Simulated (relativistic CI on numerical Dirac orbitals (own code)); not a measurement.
Tc⁺: what numerical and physical settings do to a radial Dirac CI calculation

Reference input:

```
atom Tc  Z=43  charge=1  electrons=42
nucleus A=97  rms_radius_fm=4.4112
hamiltonian dirac-coulomb  breit=on  qed=on  c_scale=1
orbitals kli  potential=per-configuration
slater_scale 1
correlation none
mixing on
grid step=0.0125 r_max=129.7
scf mixing=0.4 start=green max_iterations=150 tolerance=2e-08 node_fill=0.05
configurations
  [Kr] 4d5 5s
  [Kr] 4d6
  [Kr] 4d5 5p
  [Kr] 4d4 5s2
  [Kr] 4d5 6s
end
```

Computed lowest total energy -4279.68372 Ha, first excitation 10200.8 cm⁻¹, 59 SCF steps. Runs with settings changed; * marks those that are bad on purpose (the QED terms keep the true α when c is scaled):

```csv
Changed,Outcome,Lowest level,ΔE (Ha),First excitation (cm⁻¹),SCF steps,Message
SCF mixing 0.9,converged,4d⁵5s ⁷S3,1.08e-10,10200.8,56,
Breit term off,converged,4d⁵5s ⁷S3,-2.63,10288.4,59,
node fill of the KLI weights 0.01,converged,4d⁵5s ⁷S3,0.00137,10253.6,60,
"Breit term off, Slater scale 0.5",converged,4d⁶ ⁵D4,-2.53,764.7,59,
SCF mixing 2.5 *,converged,4d⁵5s ⁷S3,-1.17e-10,10200.8,108,
speed of light × 0.05 *,not converged,,,,1,SCF of 1s2 2s2 2p6 3s2 3p6 3d10 4s2 4p6 4d5 5s stopped: an orbital could not be found
```

With so few configurations and no correlation, terms lie too far apart (by 10 to 50 % near neutrality), their order can be wrong, and levels of other configurations are missing.
